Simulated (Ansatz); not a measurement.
Coupled-cluster run, CH$_{4}$AsOPS, SMILES `C1O[AsH]PS1`.

```yaml
crystal:
  periodic: [false, false, false]
  atoms:
    - {symbol: C, position_ang: [-0.084636, 1.068757, 0.516142]}
    - {symbol: O, position_ang: [1.181623, 0.511189, 0.384978]}
    - {symbol: As, position_ang: [1.311022, -1.218123, -0.146787]}
    - {symbol: P, position_ang: [-0.914251, -1.424516, -0.800377]}
    - {symbol: S, position_ang: [-1.196868, 0.647579, -0.868073]}
    - {symbol: H, position_ang: [-0.572262, 0.752729, 1.445410]}
    - {symbol: H, position_ang: [0.014291, 2.158095, 0.505636]}
    - {symbol: H, position_ang: [1.724416, -0.878981, -1.581324]}
    - {symbol: H, position_ang: [-1.374735, -1.663229, 0.527197]}
basis:
  gaussian: {orbitals: def2-SVP}
correlation: {method: ccsd_t}
```

```sh
$ ansatz run in.yaml --threads 4 --pin off --events-out ev --progress --plain --max-ram 10444MiB
```

Output of Ansatz, abridged:

```
Functional definition: HF
  name "HF"
  cite "Fock, Z. Phys. 61, 126 (1930) doi:10.1007/BF01340294"
  parent pbe
  exchange = exact_x
  correlation = 0
1116 factors; integrals over basis functions are off by at most 1.5e-3 eV
mean field evaluation 1: about -83996.9324 eV, gradient 3.0e1 eV
mean field evaluation 2: about -83996.9971 eV, gradient 3.0e1 eV
mean field evaluation 4: about -83999.3927 eV, gradient 3.9e0 eV
mean field evaluation 8: about -83999.4579 eV, gradient 4.7e-4 eV
mean field -83999.45787251 eV, -3086.9231399374 hartree, gradient 6.8e-6 eV, S^2 0.000000; 0 other end points of the search recorded, 0 dependent functions left out
21 core orbitals not correlated: weight in the atoms' cores, before any rotation towards them, 1.000 or more for the frozen orbitals, at most 0.000 for the correlated occupied ones
reference -83999.45787251 eV, -3086.9231399374 hartree; 20, 20 occupied and 75, 75 virtual orbitals, 1116 factors
second order -21.68541505 eV of doubles, -0.00000000 eV of singles
cycle   1  -22.03349623 eV  change   -3.5e-1 eV  update   1.2e-1
cycle   2  -22.69341626 eV  change   -6.6e-1 eV  update   3.8e-2
cycle   3  -22.84045552 eV  change   -1.5e-1 eV  update   2.1e-2
cycle   4  -22.82980410 eV  change    1.1e-2 eV  update   5.5e-3
cycle   5  -22.82852914 eV  change    1.3e-3 eV  update   2.8e-3
cycle   6  -22.82918866 eV  change   -6.6e-4 eV  update   9.2e-4
cycle   7  -22.82851816 eV  change    6.7e-4 eV  update   3.7e-4
cycle   8  -22.82841436 eV  change    1.0e-4 eV  update   1.3e-4
cycle   9  -22.82848672 eV  change   -7.2e-5 eV  update   5.8e-5
cycle  10  -22.82847444 eV  change    1.2e-5 eV  update   2.4e-5
perturbative correction -0.78108015 eV, -0.0287041661 hartree
Total energy: -84023.06742711 eV, -3087.7907750655 hartree
```

Hardware: 4 threads of an Intel Xeon Platinum 8488C on a shared host. Wall time 6.5 s, peak host memory 0.58 GiB.

Correlation energy per correlated electron: -0.590 eV. T1 diagnostic: 0.0132.
